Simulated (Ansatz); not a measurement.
Reaction (silylene loss): `OB(O)[Te][SiH3]` → `OB(O)[TeH]` + `[SiH2]`

Calculated with Ansatz (gas phase, PBE0-D4/def2-TZVP geometries, no zero-point term in ΔE). CCSD(T)/CBS is the MP2 limit (def2-TZVPP, def2-QZVPP) plus CCSD(T) − MP2 in def2-TZVPP, frozen cores. This one scheme is used for every species. DFT in def2-TZVPP. B3LYP here is the variant with VWN-RPA as its local correlation; programs differ in this. def2 core potentials past Kr. For Te outer-core shells are correlated without core-valence functions, which leaves a few kJ/mol of doubt a bond. Each species was taken in one conformer, which may not be the lowest.

```csv
level,ΔE (kcal/mol)
PBE-D4,73.9
r2SCAN-D4,77.0
BLYP,63.8
r2SCAN,76.4
B3LYP,67.3
BHLYP,70.2
CAM-B3LYP,69.8
SCS-MP2/def2-TZVPP,72.3
```

Task: What does CCSD(T)/CBS give? (Estimate.)

Result: Computed: +72.6 kcal/mol. The listed levels differ from it by 1.3, 4.4, -8.8, 3.8, -5.3, -2.4, -2.8, -0.3 kcal/mol.

Largest T1 diagnostic among the species: 0.014.

From r2SCAN to r2SCAN0 (25 % exact exchange), in def2-TZVPP and without D4, ΔE moves by +0.7 kcal/mol. The D4 term adds +3.6 kcal/mol with B3LYP and +2.0 kcal/mol with PBE0; it sums over pairs of atoms, weighted by their polarisabilities, and B3LYP, whose exchange is more repulsive, gets the larger term.
